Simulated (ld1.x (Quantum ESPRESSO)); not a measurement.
# u(r) = r·R(r): atom against pseudo-atom (Mn)

Columns: radius, all-electron u(r) and pseudo u(r) of the 4s shell (level -19.44 eV) of manganese in the configuration [Ar] 3d5 4s0 4p0; PBE, scalar-relativistic, PAW scheme, ld1.x (Quantum ESPRESSO) 7.5.

```tsv
r (bohr)	all-electron	pseudo
0.128	-0.1411	-0.0627
0.255	-0.1462	-0.1245
0.382	0.0956	-0.1854
0.510	0.2818	-0.2455
0.638	0.3367	-0.3038
0.765	0.2853	-0.3595
0.893	0.1702	-0.4129
1.020	0.0287	-0.4629
1.148	-0.1180	-0.5097
1.275	-0.2540	-0.5521
1.402	-0.3734	-0.5902
1.530	-0.4741	-0.6237
1.658	-0.5545	-0.6519
1.785	-0.6150	-0.6744
1.912	-0.6581	-0.6911
2.040	-0.6858	-0.7019
2.168	-0.7000	-0.7063
2.295	-0.7027	-0.7044
2.422	-0.6959	-0.6961
2.550	-0.6814	-0.6814
2.678	-0.6608	-0.6608
2.805	-0.6356	-0.6356
2.932	-0.6070	-0.6070
3.060	-0.5757	-0.5757
3.188	-0.5428	-0.5428
3.315	-0.5094	-0.5094
```

Question: How many radial nodes do the two functions have?

Answer: The all-electron 4s function has n − l − 1 = 3 (the table is too coarse to show those close to the nucleus); the pseudo-wave has 0, since the states of the same l below it are removed with the core.

Question: At about which radius was the pseudo-wave matched?

Answer: 2.55 bohr. The columns agree to 0.0005 from 2.42 bohr on; several derivatives are matched, so the curves merge somewhat inside the radius.

Question: Is the pseudo-wave norm-conserving?

Answer: No, it belongs to a PAW set: the norm inside the radius is not constrained, and the difference is carried by the augmentation charge.
